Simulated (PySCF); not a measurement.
**Excitation energy of C⁺ by level of theory**

C⁺ [He] 2s2 2p1 (2P) → C⁺ [He] 2s1 2p2 (4P), as a difference of total energies. Calculation: PySCF 2.14, in x2c-TZVPPall (5s3p2d1f, 31 functions); scalar relativity by spin-free X2C-1e. Correlated levels: valence: 1s2 frozen. The calculations carry no spin-orbit coupling.

```json
{"method": "UHF", "excitation energy (eV)": "3.657", "error (eV)": "-1.674"}
{"method": "MP2 (valence)", "excitation energy (eV)": "4.703", "error (eV)": "-0.628"}
{"method": "SCS-MP2 (valence)", "excitation energy (eV)": "5.105", "error (eV)": "-0.226"}
{"method": "CCSD (valence)", "excitation energy (eV)": "5.249", "error (eV)": "-0.082"}
{"method": "CCSD(T) (valence)", "excitation energy (eV)": "5.278", "error (eV)": "-0.053"}
{"method": "CCSDT (valence)", "excitation energy (eV)": "5.287", "error (eV)": "-0.044"}
```

Reference: 5.331 eV (measured; NIST levels, between the centres of gravity of the two terms).

Errors of the correlated levels include the incompleteness of this basis and the frozen core.
